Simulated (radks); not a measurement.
Results of a calculation; reference values are marked as such.
Problem. Species: Os39+. Configuration: [Kr] 4d1. Code: a radial shooting solver on a logarithmic mesh with Libxc functionals. Model: scalar-relativistic Kohn-Sham, SCAN, spin-polarised, spherical densities, finite nucleus; open shells are filled with parallel spins first (spin-orbit coupling, left out, can overturn this in heavy ions); meta-GGA in the generalised Kohn-Sham scheme; Fermi nuclear charge, rms radius 5.4126 fm. Some entries of the table are withheld. Estimate them.

| orbital | occ. | eigenvalue (Ry) | <1/r> (bohr^-1) | r(max) (bohr) |
|---|---|---|---|---|
| 1s up | 1 | -5563.057 | 90.42 | 0.01103 |
| 1s down | 1 | -5563.051 | 90.42 | 0.01103 |
| 2s up | 1 | -1077.320 | 21.20 | 0.06333 |
| 2s down | 1 | -1077.237 | 21.20 | 0.06333 |
| 2p up | 3 | -954.6037 | 19.06 | 0.05219 |
| 2p down | 3 | -954.5278 | 19.06 | 0.05218 |
| 3s up | 1 | -346.2950 | 7.959 | 0.1776 |
| 3s down | 1 | -346.2465 | 7.960 | 0.1776 |
| 3p up | 3 | -309.9184 | 7.322 | 0.1760 |
| 3p down | 3 | -309.8602 | 7.323 | 0.1760 |
| 3d up | 5 | -270.2027 | 6.898 | 0.1432 |
| 3d down | 5 | -270.1135 | 6.898 | 0.1433 |
| 4s up | 1 | -156.9839 | (1) | 0.3824 |
| 4s down | 1 | -156.6433 | (2) | 0.3823 |
| 4p up | 3 | -143.4785 | 3.524 | 0.3942 |
| 4p down | 3 | -143.1459 | 3.523 | 0.3941 |
| 4d up | 1 | -127.7750 | 3.307 | 0.3882 |

Solution. 
(1) 4s up <1/r> (bohr^-1): 3.776
(2) 4s down <1/r> (bohr^-1): 3.775
